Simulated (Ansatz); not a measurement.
Job for Ansatz (a first-principles code): R-wB97X-V/def2-TZVPP on H2SSi (SMILES [SiH]S), a point of a torsion scan.

Ansatz 0.2 input:
```yaml
crystal:
  periodic: [false, false, false]
  atoms:
    - {symbol: Si, position_ang: [0.96638909, 0.64862776, -0.45862663]}
    - {symbol: S, position_ang: [-1.03006362, 0.49299324, 0.45472293]}
    - {symbol: H, position_ang: [1.51601705, -0.55155287, 0.21068267]}
    - {symbol: H, position_ang: [-1.65881360, 0.38921039, -0.70610046]}
basis:
  gaussian:
    orbitals: def2-TZVPP
hamiltonian:
  xc: {name: wB97X-V}
scf: {lower_state_search: off}
```

### Question
What total energy does the run end on?

### Answer
-688.7530 hartree.
